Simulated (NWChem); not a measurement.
System: C$_{2}$H$_{6}$GeSi; SMILES C1=[CH][GeH2][SiH2]1

The following NWChem deck was run.

```
start job
memory heap 200 mb stack 900 mb global 1100 mb
geometry units angstroms
  C     -1.467678     1.097011    -0.074670
  C     -0.202607     1.524559     0.045060
  Ge     0.858862    -0.142645     0.063766
  Si    -1.415831    -0.791627    -0.146429
  H     -2.326661     1.755495    -0.117627
  H      0.057992     2.573566     0.108818
  H      1.720602    -0.222484     1.314121
  H      1.909018    -0.127556    -1.037433
  H     -1.855897    -1.391674    -1.407740
  H     -2.047113    -1.488014     0.978768
end
basis spherical
  * library 6-31g*
end
dft
  xc b3lyp
  iterations 150
end
driver
  maxiter 120
end
task dft optimize
task dft freq
```

Excerpt of the output:

```
             Northwest Computational Chemistry Package (NWChem) 7.3.0
             --------------------------------------------------------

 CS  symmetry detected

                             Geometry "geometry" -> ""
                             -------------------------

 Output coordinates in angstroms (scale by  1.889725989 to convert to a.u.)

  No.       Tag          Charge          X              Y              Z
 ---- ---------------- ---------- -------------- -------------- --------------
    1 C                    6.0000     1.08916923     1.38452232     0.00000000
    2 C                    6.0000     1.50813179     0.11094173     0.00000000
    3 Ge                  32.0000    -0.16781770    -0.93683154     0.00000000
    4 Si                  14.0000    -0.80126125     1.35190983     0.00000000
    5 H                    1.0000     1.75420685     2.23952128     0.00000000
    6 H                    1.0000     2.55611400    -0.16131856     0.00000000
    7 H                    1.0000    -0.20701186    -1.89542862     1.18049934
    8 H                    1.0000    -0.20701186    -1.89542862    -1.18049934
    9 H                    1.0000    -1.44613965     1.89587097    -1.19804653
   10 H                    1.0000    -1.44613965     1.89587097     1.19804653

 Effective nuclear repulsion energy (a.u.)     325.3723524027

      Symmetry information
      --------------------

 Group name             Cs
 Group number              2
 Group order               2
 No. of unique centers     8

                                Z-matrix (autoz)
                                --------

 Units are Angstrom for bonds and degrees for angles

[...]

      ----------------------
      Optimization converged
      ----------------------

  Step       Energy      Delta E   Gmax     Grms     Xrms     Xmax
  ---- ---------------- -------- -------- -------- -------- --------
@    5   -2446.02571375 -3.2D-07  0.00005  0.00002  0.00027  0.00068
                                     ok       ok       ok       ok

                                Z-matrix (autoz)
                                --------

 Units are Angstrom for bonds and degrees for angles

[...]

 Rotational Constants
 --------------------
 A=   0.206580 cm-1  (  0.297216 K)
 B=   0.100095 cm-1  (  0.144011 K)
 C=   0.070873 cm-1  (  0.101968 K)

 Temperature                      =   298.15K
 frequency scaling parameter      =   1.0000

 Zero-Point correction to Energy  =   40.299 kcal/mol  (  0.064220 au)
 Thermal correction to Energy     =   43.882 kcal/mol  (  0.069931 au)
 Thermal correction to Enthalpy   =   44.475 kcal/mol  (  0.070875 au)

 Total Entropy                    =   75.991 cal/mol-K
   - Translational                =   40.526 cal/mol-K (mol. weight = 131.9458)
   - Rotational                   =   26.489 cal/mol-K (symmetry #  =        1)
   - Vibrational                  =    8.976 cal/mol-K

 Cv (constant volume heat capacity) =   21.700 cal/mol-K
   - Translational                  =    2.979 cal/mol-K
   - Rotational                     =    2.979 cal/mol-K
   - Vibrational                    =   15.741 cal/mol-K

[normal modes left out]

 ----------------------------------------------------------------------------
 Normal Eigenvalue ||           Projected Infra Red Intensities
  Mode   [cm**-1]  || [atomic units] [(debye/angs)**2] [(KM/mol)] [arbitrary]
 ------ ---------- || -------------- ----------------- ---------- -----------
    1       -0.000 ||    0.000030           0.001         0.030       0.007
    2       -0.000 ||    0.000002           0.000         0.002       0.000
    3       -0.000 ||    0.000087           0.002         0.084       0.019
    4       -0.000 ||    0.000012           0.000         0.011       0.003
    5        0.000 ||    0.000012           0.000         0.012       0.003
    6        0.000 ||    0.000017           0.000         0.016       0.004
    7      200.007 ||    0.000015           0.000         0.015       0.003
    8      338.268 ||    0.001320           0.030         1.287       0.295
    9      366.496 ||    0.007655           0.177         7.462       1.711
   10      399.537 ||    0.003435           0.079         3.349       0.768
   11      526.088 ||    0.000005           0.000         0.005       0.001
   12      546.776 ||    0.000431           0.010         0.420       0.096
   13      600.333 ||    0.042319           0.976        41.255       9.458
   14      641.373 ||    0.000911           0.021         0.888       0.204
   15      642.054 ||    0.054890           1.266        53.510      12.267
   16      706.803 ||    0.014682           0.339        14.313       3.281
   17      775.932 ||    0.125522           2.896       122.365      28.053
   18      780.347 ||    0.114457           2.641       111.578      25.580
   19      874.924 ||    0.087241           2.013        85.047      19.498
   20      970.726 ||    0.144792           3.340       141.150      32.360
   21     1018.195 ||    0.000063           0.001         0.061       0.014
   22     1078.708 ||    0.011764           0.271        11.468       2.629
   23     1287.991 ||    0.013514           0.312        13.174       3.020
   24     1554.543 ||    0.002398           0.055         2.338       0.536
   25     2076.021 ||    0.168401           3.885       164.165      37.636
   26     2085.148 ||    0.151733           3.501       147.917      33.911
   27     2219.729 ||    0.168411           3.885       164.176      37.638
   28     2227.954 ||    0.172073           3.970       167.745      38.457
   29     3130.157 ||    0.010585           0.244        10.319       2.366
   30     3154.612 ||    0.045566           1.051        44.420      10.183
 ----------------------------------------------------------------------------
```

Level: B3LYP/6-31G* (spherical d).
